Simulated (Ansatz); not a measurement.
Calculated with Ansatz (gas phase, PBE0-D4/def2-TZVP geometries, no zero-point term in ΔE). CCSD(T)/CBS adds triple-zeta CCSD(T) − MP2 to the extrapolated MP2 energy (def2 sets, frozen cores). This one scheme is used for every species. DFT in def2-TZVPP. B3LYP here is the variant with VWN-RPA as its local correlation; programs differ in this. One conformer a species, not always the lowest.

Consider the hydrogenolysis of a C–C bond: `C#CCOC(=O)C=C` + H₂ → `C#CCOC=O` + ethylene.

Problem. Is it downhill or uphill in electronic energy at CCSD(T)/CBS, and by how much? (Best estimate.)

Solution. The calculation gave: Downhill: ΔE = -19.9 kJ/mol.

Problem. What do these levels give: r2SCAN-D4, B3LYP-D4, PBE, PBE0, B3LYP, HF/def2-TZVPP, MP2/def2-TZVPP, SCS-MP2/def2-TZVPP, CCSD(T)/def2-TZVPP, MP2/def2-QZVPP, HF/CBS(def2), MP2/CBS(def2)? (An estimate is asked.)

Solution. The calculation gave: r2SCAN-D4 -12.6, B3LYP-D4 -18.9, PBE -20.8, PBE0 -22.9, B3LYP -29.1, HF/def2-TZVPP -40.2, MP2/def2-TZVPP -15.6, SCS-MP2/def2-TZVPP -21.9, CCSD(T)/def2-TZVPP -20.7, MP2/def2-QZVPP -15.2, HF/CBS(def2) -40.5, MP2/CBS(def2) -14.8 kJ/mol.

Largest T1 diagnostic among the species: 0.015.

The D4 term adds +10.2 kJ/mol with B3LYP and +5.8 kJ/mol with PBE0; it sums over pairs of atoms, weighted by their polarisabilities, and B3LYP, whose exchange is more repulsive, gets the larger term. In def2-TZVPP, CCSD(T) changes the Hartree–Fock value by +19.5 kJ/mol (the triples alone add +5.6 kJ/mol) and MP2 by +24.6 kJ/mol.
